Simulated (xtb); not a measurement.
xtb input (GFN1-xTB):

```bash
xtb mol.xyz --gfn 1 --sp --chrg 1 --uhf 0
```
mol.xyz:
```
2

Hg    -0.00000000    -0.00000000    -0.73352435
Br     0.00000000     0.00000000     1.67662709
```

End of the output:

```
         :::::::::::::::::::::::::::::::::::::::::::::::::::::
         ::                     SUMMARY                     ::
         :::::::::::::::::::::::::::::::::::::::::::::::::::::
         :: total energy              -4.243763120273 Eh    ::
         :: gradient norm              0.006429076701 Eh/a0 ::
         :: HOMO-LUMO gap              2.577364185069 eV    ::
         ::.................................................::
         :: SCC energy                -4.250564814320 Eh    ::
         :: -> electrostatic           0.154680163260 Eh    ::
         :: repulsion energy           0.007239966392 Eh    ::
         :: dispersion energy         -0.000438272346 Eh    ::
         :: halogen bond corr.         0.000000000000 Eh    ::
         :: add. restraining           0.000000000000 Eh    ::
         :: total charge               1.000000000000 e     ::
         :::::::::::::::::::::::::::::::::::::::::::::::::::::

           -------------------------------------------------
          |                Property Printout                |
           -------------------------------------------------

    * Orbital Energies and Occupations

         #    Occupation            Energy/Eh            Energy/eV
      -------------------------------------------------------------
         1        2.0000           -1.0079387             -27.4274
         2        2.0000           -0.8033197             -21.8594
         3        2.0000           -0.7326929             -19.9376
         4        2.0000           -0.7326929             -19.9376 (HOMO)
         5                         -0.6379765             -17.3602 (LUMO)
         6                         -0.4112256             -11.1900
         7                         -0.4112256             -11.1900
         8                         -0.3865718             -10.5192
         9                         -0.3865718             -10.5192
        10                         -0.3729797             -10.1493
        11                         -0.2939975              -8.0001
        12                         -0.2939975              -8.0001
        13                         -0.0214688              -0.5842
      -------------------------------------------------------------
                  HL-Gap            0.0947164 Eh            2.5774 eV
             Fermi-level           -0.6853347 Eh          -18.6489 eV

  Mulliken/CM5 charges         n(s)   n(p)   n(d)
     1Hg    0.85472  0.89286   1.063  0.082  0.000
     2Br    0.14528  0.10714   1.961  4.892  0.001

Wiberg/Mayer (AO) data.
largest (>0.10) Wiberg bond orders for each atom

 ---------------------------------------------------------------------------
     #   Z sym  total        # sym  WBO       # sym  WBO       # sym  WBO
 ---------------------------------------------------------------------------
Note: The following floating-point exceptions are signalling: IEEE_DENORMAL
normal termination of xtb
     1  80 Hg   1.165 --     2 Br   1.165
     2  35 Br   1.165 --     1 Hg   1.165
 ---------------------------------------------------------------------------

Topologies differ in total number of bonds
Writing topology from bond orders to xtbtopo.mol

 dipole moment from electron density (au)
     X       Y       Z
  -0.0000   0.0000  -1.3036  total (Debye):    3.313

           -------------------------------------------------
          | TOTAL ENERGY               -4.243763120273 Eh   |
          | GRADIENT NORM               0.006429076701 Eh/α |
          | HOMO-LUMO GAP               2.577364185069 eV   |
           -------------------------------------------------

------------------------------------------------------------------------
------------------------------------------------------------------------
 total:
 SCF:
```
